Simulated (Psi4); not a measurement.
O3 (SMILES O=[O+][O-]), singlet, at a GFN2-xTB geometry. Base run: HF/cc-pVTZ (Psi4).

Geometry (Å):
```xyz
3

O     -0.0695     1.0733    -0.1888
O      0.0036    -0.0059     0.4098
O      0.0658    -1.0673    -0.2209
```
All else is at Psi4's defaults (density fitting).
Base energy -224.35107 Eh.

Each row names what was changed in the base input (with any setting that the change needs).

```
change                               ΔE vs base (µEh)  SCF cycles  basis functions
-----------------------------------  ----------------  ----------  ---------------
base                                              0.0           9               90
guess = core                                      0.0          14               90
scf_type = direct                                -154          12               90
scf_type = mem_df                                 0.0           9               90
scf_type = dfdirj+cosx                            5.7          10               90
level_shift = 0.3                                 0.0           9               90
e_convergence = 1e-4                              0.0           9               90
e_convergence = 1e-8                              0.0          10               90
puream = true                                     0.0           9               90
df_basis_scf = def2-universal-jkfit              11.4           9               90
ints_tolerance = 1e-8                             0.0           9               90
guess = huckel                                    0.0          10               90
scf_type = out_of_core                           -154           9               90
```
